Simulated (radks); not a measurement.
These are the eigenvalues of the occupied orbitals of an atom or ion with whole-number occupations (eV). All-electron calculation, non-relativistic Kohn-Sham, LB94 model potential, spin-polarised, spherical densities, point nucleus. Program: a radial shooting solver on a logarithmic mesh with Libxc functionals.

| orbital | eigenvalue |
|---|---|
| 1s down | -616.0763 |
| 1s up | -615.0603 |
| 2s up | -88.9255 |
| 2s down | -85.9627 |
| 2p up | -75.4613 |

Which element is it, and in what charge state? The configuration may be excited. Open shells, if any, are filled with parallel spins first.

Answer. Z = 8, oxygen, charge +3: O3+ in [He] 2s2 2p1. The list shows which subshells hold electrons but not how many an open one holds; the 1s level, -22.64 hartree, gives Z - s = 6.7 by -(Z - s)^2/2, which with screening narrows Z to a few neighbours, and the depths of the outer levels then fix element, charge and occupations together.
